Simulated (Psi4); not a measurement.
C2H2F, doublet, geometry from GFN2-xTB. Base run: BLYP/STO-3G (Psi4).

Geometry (Å):
```xyz
5

C      0.0127     0.4117    -0.0114
C      1.1987    -0.1110    -0.0279
F     -1.1910    -0.1260     0.0340
H      1.3799    -1.1852    -0.0037
H      2.0709     0.5153    -0.0671
```
Charge 0, spin multiplicity 2.
Orbitals are unrestricted.
All else is at Psi4's defaults (density fitting).
Base energy -174.66498 Eh.

Each row names what was changed in the base input (with any setting that the change needs).

```json
[
 {"change": "base", "ΔE vs base (µEh)": "0.0", "SCF cycles": "9", "grid points": "107489", "basis functions": "17"},
 {"change": "d_convergence = 1e-4", "ΔE vs base (µEh)": "0.0", "SCF cycles": "8", "grid points": "107489", "basis functions": "17"},
 {"change": "dft_nuclear_scheme = stratmann", "ΔE vs base (µEh)": "-15.3", "SCF cycles": "9", "grid points": "100688", "basis functions": "17"},
 {"change": "basis_guess = true", "ΔE vs base (µEh)": "0.0", "SCF cycles": "8", "grid points": "107487", "basis functions": "17"},
 {"change": "dft_radial_points = 99", "ΔE vs base (µEh)": "0.0", "SCF cycles": "9", "grid points": "141558", "basis functions": "17"},
 {"change": "soscf = true", "ΔE vs base (µEh)": "0.0", "SCF cycles": "7", "grid points": "107489", "basis functions": "17"},
 {"change": "dft_radial_points = 35", "ΔE vs base (µEh)": "6.3", "SCF cycles": "9", "grid points": "51066", "basis functions": "17"},
 {"change": "df_basis_scf = cc-pvqz-jkfit", "ΔE vs base (µEh)": "876", "SCF cycles": "9", "grid points": "107489", "basis functions": "17"},
 {"change": "scf_type = pk", "ΔE vs base (µEh)": "1048", "SCF cycles": "9", "grid points": "107489", "basis functions": "17"},
 {"change": "df_basis_scf = cc-pvtz-jkfit", "ΔE vs base (µEh)": "825", "SCF cycles": "9", "grid points": "107489", "basis functions": "17"},
 {"change": "damping_percentage = 50", "ΔE vs base (µEh)": "2.3", "SCF cycles": "52", "grid points": "107489", "basis functions": "17"},
 {"change": "ints_tolerance = 1e-8", "ΔE vs base (µEh)": "0.0", "SCF cycles": "9", "grid points": "107489", "basis functions": "17"},
 {"change": "dft_spherical_points = 434", "ΔE vs base (µEh)": "-13.1", "SCF cycles": "9", "grid points": "154411", "basis functions": "17"}
]
```

Open shells are given as the SCF converged; they aren't shown to be the lowest states, and a large step between rows can be another state.
